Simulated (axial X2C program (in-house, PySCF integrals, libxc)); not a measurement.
Testing model relations on CaC⁺

A bond curve at the CCSD(T) level, 2c, was computed with an axial X2C code built on PySCF integrals (basis Ca dyall-cv3z [11s12p6d4f], C dyall-v3z [7s6p2d1f] (cores contracted in-house)) for the state Ω = 3/2 (⟨Sz⟩ = 1.50, ⟨Lz⟩ = 0.00 at HF). Its fit gives Re = 2.1839 Å, ωe = 587.3 cm⁻¹, ωexe = 2.79 cm⁻¹ and αe = 2.410e-03 cm⁻¹; the masses are 39.9626 and 12.0000 u. Two-component means X2C with spin–orbit coupling and atomic mean-field Coulomb and Gaunt terms.

Correlated methods: 13 electrons correlated (number of frozen shells: Ca 2 s, 1 p; C 1 s), 228 virtual spin orbitals or spinors in MP2, 90 natural virtuals in coupled cluster.

**Question.** Find the reduced mass, Be and the force constant.

**Answer.** From the CCSD(T) values: μ = 9.2288 u. Be = 16.8576/(μ Re²) = 0.383 cm⁻¹. k = 5.8918×10⁻⁷ μ ωe² = 1.88 mdyn/Å.

**Question.** A Morse curve ties αe to the other constants (Pekeris). How well does that hold?

**Answer.** αe(Morse) = 6Be²/ωe × (√(ωexe/Be) − 1) = 2.546e-03 cm⁻¹; the CCSD(T) curve gives 2.410e-03 cm⁻¹, a ratio of 1.06.

**Question.** Where do the fundamental and the first overtone lie?

**Answer.** ν(1←0) = ωe − 2ωexe = 581.7 cm⁻¹; ν(2←0) = 2ωe − 6ωexe = 1157.9 cm⁻¹.

**Question.** Estimate De from a Morse curve and compare with the computed well depth of 2.114 eV to Ca+ + C.

**Answer.** De(Morse) = ωe²/(4ωexe) = 3.832 eV against 2.114 eV computed, a ratio of 1.81. The extrapolation overshoots: the well softens faster than a Morse curve, or the lowest atomic limit lies below the one to which the curve heads.

**Question.** Estimate the centrifugal constant by the Kratzer relation.

**Answer.** D = 4Be³/ωe² = 6.51e-07 cm⁻¹.

The state is a single determinant with fixed occupations, the lowest that a limited PBE0 search found. Dissociation energies refer to the lowest single-determinant-based atoms at the same level and basis. Coupled cluster ran in a truncated set of natural virtual spinors; the MP2 energy of the rest was added. (T) has no such correction and the atoms are truncated less, which lowers De at CCSD(T) by a hundredth of an eV or more. The 2c atoms are single determinants rather than J levels; their spin–orbit lowering is only partly caught, and De is too large by that part. This holds for CCSD(T). With several unpaired electrons one determinant need not be a pure state. This is the top spin component of a Σ state; components of lower Ω are not single determinants and can lie lower.
